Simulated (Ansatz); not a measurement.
BH$_{5}$O$_{2}$Sn (`[BH2][SnH]([OH])[OH]`) at its PBE0-D4/def2-TZVP geometry, where that method's forces vanish. Total charge 0; spin multiplicity 1. Sn: def2 effective core potential.

```xyz
9

B     0.8649   -0.9297    1.4428
Sn   -0.3811   -0.0654   -0.2130
O     0.7848   -0.0894   -1.8032
O    -0.6791    1.8137    0.3077
H     1.9368   -0.4536    1.6484
H     0.4791   -1.8383    2.1106
H    -1.9041   -0.6823   -0.7132
H     0.3124    0.0157   -2.6316
H    -1.4137    2.2293   -0.1484
```

**Question.** What forces (eV/Å) does r2SCAN-D4/def2-TZVPP give on these atoms in Ansatz 0.2.0? (An estimate is asked.)

**Answer.** Computed: 
```
B1   0.041 -0.007  0.036
Sn2 -0.114 -0.160  0.066
O3   0.160  0.010 -0.062
O4   0.062  0.141  0.081
H5  -0.035 -0.016 -0.007
H6   0.013  0.034 -0.026
H7  -0.026 -0.003 -0.015
H8  -0.050  0.001 -0.037
H9  -0.052  0.000 -0.036
```
